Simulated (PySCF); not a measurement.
C₂H₆OZn, singlet, geometry from GFN2-xTB (such geometries of metal compounds can be far from the true shape); DF-HF/6-31G* in PySCF.

Input for PySCF:
```python
from pyscf import gto, scf

mol = gto.Mole()
mol.atom = '''
    Zn   -0.338397    0.323418    0.075200
    C    -1.341588    0.873693    1.711372
    H    -1.617567   -0.024714    2.251818
    H    -2.239890    1.438689    1.504564
    H    -0.702091    1.473596    2.347704
    O     0.890119   -0.768725   -0.488905
    C     1.663647   -1.249705   -1.541928
    H     2.292970   -0.464700   -1.978612
    H     2.319149   -2.036458   -1.148918
    H     1.046052   -1.683082   -2.338000
'''
mol.basis = '6-31g*'
mol.charge = 0
mol.spin = 0
mol.verbose = 4
mol.max_memory = 1800
mol.build()

mf = scf.RHF(mol)
mf = mf.density_fit(auxbasis='def2-universal-jkfit')
mf.kernel()
```

Write the output that PySCF gives for this input, abridged.


```
PySCF version 2.14.0

[INPUT] verbose = 4
[INPUT] num. atoms = 10
[INPUT] num. electrons = 56
[INPUT] charge = 0
[INPUT] spin (= nelec alpha-beta = 2S) = 0
[INPUT] symmetry False subgroup None
[INPUT] Mole.unit = angstrom
[INPUT] Symbol           X                Y                Z      unit          X                Y                Z       unit  Magmom
[INPUT]  1 Zn    -0.338397000000   0.323418000000   0.075200000000 AA   -0.639477651374   0.611171443755   0.142107404567 Bohr   0.0
[INPUT]  2 C     -1.341588000000   0.873693000000   1.711372000000 AA   -2.535233892003   1.651040486950   3.234024377249 Bohr   0.0
[INPUT]  3 H     -1.617567000000  -0.024714000000   2.251818000000 AA   -3.056758618134  -0.046702691443   4.255319302366 Bohr   0.0
[INPUT]  4 H     -2.239890000000   1.438689000000   1.504564000000 AA   -4.232778649152   2.718728188424   2.843213896880 Bohr   0.0
[INPUT]  5 H     -0.702091000000   1.473596000000   2.347704000000 AA   -1.326759704522   2.784692858255   4.436517581546 Bohr   0.0
[INPUT]  6 O      0.890119000000  -0.768725000000  -0.488905000000 AA    1.682081128272  -1.452679715106  -0.923896550930 Bohr   0.0
[INPUT]  7 C      1.663647000000  -1.249705000000  -1.541928000000 AA    3.143837197954  -2.361600186500  -2.913821623798 Bohr   0.0
[INPUT]  8 H      2.292970000000  -0.464700000000  -1.978612000000 AA    4.333085311844  -0.878155730085  -3.739034786778 Bohr   0.0
[INPUT]  9 H      2.319149000000  -2.036458000000  -1.148918000000 AA    4.382556452059  -3.848347884180  -2.171140359583 Bohr   0.0
[INPUT] 10 H      1.046052000000  -1.683082000000  -2.338000000000 AA    1.976751792054  -3.180564025185  -4.418179679233 Bohr   0.0

nuclear repulsion = 246.582718190436
number of shells = 42
number of NR pGTOs = 202
number of NR cGTOs = 88
basis = 6-31g*
ecp = {}

******** <class 'pyscf.df.df_jk.DFRHF'> ********
method = DFRHF
initial guess = minao
damping factor = 0
level_shift factor = 0
DIIS = <class 'pyscf.scf.diis.CDIIS'>
diis_start_cycle = 1
diis_space = 8
diis_damp = 0
SCF conv_tol = 1e-09
SCF conv_tol_grad = None
SCF max_cycles = 50
direct_scf = False
Set gradient conv threshold to 3.16228e-05
Initial guess from minao.
******** <class 'pyscf.df.df.DF'> ********
auxbasis = def2-universal-jkfit
init E= -1931.39084577056
  HOMO = -0.329380841102303  LUMO = -0.0300962484758815  gap/eV = 8.14395
cycle= 1 E= -1931.4642404486  delta_E= -0.0734  |g|= 0.628  |ddm|=  2.5
  HOMO = -0.273470461510791  LUMO = 0.0566830652444015  gap/eV = 8.98394
cycle= 2 E= -1931.5227899817  delta_E= -0.0585  |g|= 0.452  |ddm|= 0.717
  HOMO = -0.379618491715085  LUMO = 0.054676503261788  gap/eV = 11.81777
cycle= 3 E= -1931.56170263872  delta_E= -0.0389  |g|= 0.0535  |ddm|= 0.311
  HOMO = -0.380821707291104  LUMO = 0.0568862910158128  gap/eV = 11.91064
cycle= 4 E= -1931.5630439326  delta_E= -0.00134  |g|= 0.0122  |ddm|= 0.0928
  HOMO = -0.382148401872138  LUMO = 0.0563907551935525  gap/eV = 11.93326
cycle= 5 E= -1931.56312075386  delta_E= -7.68e-05  |g|= 0.00505  |ddm|= 0.02
  HOMO = -0.382273464249562  LUMO = 0.0561097823647296  gap/eV = 11.92902
cycle= 6 E= -1931.56313581553  delta_E= -1.51e-05  |g|= 0.00197  |ddm|= 0.0104
  HOMO = -0.382371593850465  LUMO = 0.0560618200829373  gap/eV = 11.93038
cycle= 7 E= -1931.56313791133  delta_E= -2.1e-06  |g|= 0.000724  |ddm|= 0.00359
  HOMO = -0.382470239933984  LUMO = 0.0560189993318168  gap/eV = 11.93190
cycle= 8 E= -1931.56313824979  delta_E= -3.38e-07  |g|= 0.00015  |ddm|= 0.00166
  HOMO = -0.382458784122067  LUMO = 0.0560087750139631  gap/eV = 11.93131
cycle= 9 E= -1931.56313826894  delta_E= -1.91e-08  |g|= 3.44e-05  |ddm|= 0.000393
  HOMO = -0.382458885568351  LUMO = 0.0560108890901536  gap/eV = 11.93137
cycle= 10 E= -1931.56313826987  delta_E= -9.3e-10  |g|= 1.33e-05  |ddm|= 7.54e-05
  HOMO = -0.382455566055812  LUMO = 0.0560111976495183  gap/eV = 11.93129
Extra cycle  E= -1931.56313827001  delta_E= -1.41e-10  |g|= 6.52e-06  |ddm|= 2.18e-05
converged SCF energy = -1931.56313827001
```
